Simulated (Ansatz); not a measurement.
The cluster Si3Se4⁺, relaxed as a doublet with UKS PBE-D4/def2-SVP in Ansatz, starting from the GFN1-xTB geometry. Force threshold 0.03 eV/Å.

Another isomer (doublet) lies 0.84 eV lower at PBE0-D4/def2-TZVP; other spin states weren't run for this one.

Start:

```xyz
7

Si   -0.3224    1.5711   -2.0877
Si   -0.1456   -2.2855   -1.2902
Si    0.2255    0.3316    1.5683
Se   -0.0094    1.9762    0.0746
Se    0.4584    0.7625    3.5764
Se   -0.3951   -0.5726   -2.6914
Se    0.1886   -1.7832    0.8500
```

```json
{"step": "1", "energy (eV)": "-284937.6341", "largest force component (eV/Å)": "1.361", "SCF passes": "23"}
{"step": "2", "energy (eV)": "-284937.8422", "largest force component (eV/Å)": "0.590", "SCF passes": "30"}
{"step": "3", "energy (eV)": "-284937.9129", "largest force component (eV/Å)": "0.219", "SCF passes": "26"}
{"step": "4", "energy (eV)": "-284937.9167", "largest force component (eV/Å)": "0.115", "SCF passes": "25"}
{"step": "5 (rejected)", "energy (eV)": "-284937.9151", "largest force component (eV/Å)": "0.071", "SCF passes": "26"}
{"step": "6", "energy (eV)": "-284937.9184", "largest force component (eV/Å)": "0.010", "SCF passes": "27"}
{"step": "7", "energy (eV)": "-284937.9185", "largest force component (eV/Å)": "0.005", "SCF passes": "20"}
{"step": "8", "energy (eV)": "-284937.9185", "largest force component (eV/Å)": "0.003", "SCF passes": "18"}
{"step": "9", "energy (eV)": "-284937.9186", "largest force component (eV/Å)": "0.037", "SCF passes": "26"}
{"step": "10", "energy (eV)": "-284937.9187", "largest force component (eV/Å)": "0.170", "SCF passes": "25"}
{"step": "11", "energy (eV)": "-284937.9193", "largest force component (eV/Å)": "0.102", "SCF passes": "27"}
{"step": "12", "energy (eV)": "-284937.9230", "largest force component (eV/Å)": "0.034", "SCF passes": "24"}
{"step": "13 (rejected)", "energy (eV)": "-284937.9210", "largest force component (eV/Å)": "0.150", "SCF passes": "24"}
{"step": "14", "energy (eV)": "-284937.9245", "largest force component (eV/Å)": "0.026", "SCF passes": "24"}
```

Force components are those of the run's own axes.

End:

```xyz
7

Si   -0.280    1.598   -2.103
Si   -0.082   -2.316   -1.298
Si    0.218    0.321    1.507
Se    0.199    2.102    0.100
Se    0.233    0.750    3.582
Se   -0.678   -0.591   -2.705
Se    0.389   -1.864    0.918
```

By distances, no bond broke or formed. The bond that changes most is Si1–Se4, from 2.22 to 2.31 Å (atoms count from 1).

The force fell under the threshold at step 6, but the optimiser went on and released 0.006 eV more. No frequencies were taken in this run, so the end may be a saddle point.

It took 20 s on 4 threads of AMD EPYC 9B45 on a shared host.
